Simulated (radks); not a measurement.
The numbers below are computed, except where a source is named.
Spin polarisation of the 5s1 shell in neutral rubidium. Start: [Kr] 5s(up 0.5, down 0.5); electrons of 5s are moved from spin down to spin up, other shells keep equal spins. Code: a radial shooting solver on a logarithmic mesh with Libxc functionals. Model: scalar-relativistic Kohn-Sham, PBE, spin-polarised, spherical densities, point nucleus.

| moment (Bohr magnetons) | E - E(0) (eV) | e(5s up) (eV) | e(5s down) (eV) | 4p down minus up (eV) |
|---|---|---|---|---|
| 0 | 0.000 | -2.232 | -2.232 | 0.000 |
| 0.25 | -0.008 | -2.294 | -2.163 | 0.021 |
| 0.5 | -0.033 | -2.350 | -2.091 | 0.043 |
| 0.75 | -0.073 | -2.398 | -2.010 | 0.065 |

At moment 0.75 the spin-polarisation energy is -0.073 eV and the 5s exchange splitting 0.388 eV, that is 0.517 eV per Bohr magneton; E = -I m^2/4 would give I = 0.519 eV.
